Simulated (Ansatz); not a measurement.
Which is lower?

Two relaxed structures of CH4BrSi (charge +1), singlet (PBE0-D4/def2-TZVP; forces vanish, vibrations not checked).

A:

```
7
angstrom
C -0.1860 0.1098 -0.7908
Si 1.0012 -0.5033 0.4336
Br 0.6526 -2.2297 1.5999
H -0.4496 1.1437 -0.5311
H 0.3129 0.1462 -1.7686
H -1.0846 -0.5047 -0.8498
H 2.2846 0.1766 0.6799
```

B:

```xyz
7
angstrom
C -0.6006 0.1802 -0.1373
Si 1.2317 0.1307 0.0916
Br 1.3088 -2.2805 0.9809
H -0.8659 1.1704 -0.5274
H -1.1456 0.0328 0.8038
H -0.9536 -0.5698 -0.8565
H -0.0715 -2.6749 0.9663
```

Program: Ansatz 0.2.0. Basis: def2-TZVPP. Cores are frozen in the correlated methods. Filled d shells of the heavier atoms are correlated. The def2 sets are not built for correlating such inner shells, so the correlated values are less sure here. B3LYP uses VWN-RPA correlation.

Question: Which structure is lower at CCSD(T), and by how much? (An estimate is asked for; the value comes from the calculation.)

Answer: By the calculation: A, by 1.646 eV (electronic energy, against the other). By their contacts, A is CH₄BrSi ([CH3][SiH][Br]), total charge +1 and B is CH₄BrSi ([CH3][Si][BrH]), total charge +1.

All methods give the same order:

```tsv
method	E(B) − E(A) (eV)
PBE-D4	1.601
r2SCAN-D4	1.837
PBE0-D4	1.715
B3LYP-D4	1.624
wB97M-V	1.584
HF	1.858
MP2	1.819
CCSD	1.645
CCSD(T)	1.646
```

The T1 diagnostic stays at or below 0.011. The restricted Hartree–Fock reference is unstable towards an unrestricted one at one or more of these structures.

Labels in which every atom is bracketed show which atoms are joined, not bond orders.

For scale, one of the runs: CCSD(T)/def2-TZVPP, 177 basis functions, launched by `ansatz run in.yaml --threads 2 --pin off --events-out ev --progress --plain --max-ram 4352MiB`. Time: 39 s of wall clock on 2 CPU threads of an Arm Neoverse V2; the host was shared. Peak host memory: 1.6 GiB.
